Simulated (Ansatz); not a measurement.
Ligand exchange: Sn(CH3)(NH2) + NaSH → Sn(CH3)(SH) + NaNH2

Species: Sn(CH3)(NH2), singlet; NaSH `[Na][SH]`, singlet; Sn(CH3)(SH), singlet; NaNH2 `[NH2][Na]`, singlet. The partners trade NH2 for SH: Sn–NH2 and Na–SH bonds give way to Sn–SH and Na–NH2.

Shapes, held fixed at every level: PBE0-D4/def2-TZVP. Flexible molecules stand in one conformer, not always the lowest. Programs: Ansatz 0.2.0. The zero-point and thermal change to 298 K, harmonic and unscaled (PBE0-D4/def2-TZVP), is -2.8 kJ/mol.

| level | kind | ΔH(298 K) (kJ/mol) | less CCSD(T)/def2-TZVPP |
| --- | --- | --- | --- |
| HF/def2-TZVPP | Hartree–Fock | +98.0 | +14.3 |
| r2SCAN-D4/def2-TZVPP | meta-GGA | +80.2 | -3.5 |
| B3LYP-D4/def2-TZVPP | global hybrid | +77.3 | -6.4 |
| PBE0-D4/def2-TZVPP | global hybrid | +80.0 | -3.7 |
| r2SCAN0-D4/def2-TZVPP | global hybrid | +83.8 | +0.1 |
| MP2/def2-TZVPP | perturbation theory | +80.7 | -3.0 |
| CCSD/def2-SVP | coupled cluster or CI | +87.5 | +3.8 |
| CCSD(T)/def2-TZVPP | coupled cluster or CI | +83.7 | 0.0 |

The highest level, CCSD(T)/def2-TZVPP, gives ΔH(298 K) = +83.7 kJ/mol; the levels span +77.3 to +98.0. The column of differences is taken from that level and isn't an error. No measured value is set beside it here. For atoms past krypton def2 sets carry core potentials with scalar relativity. Outer-core shells of Na, Sn are correlated in most correlated rows, in sets that cover them unevenly.
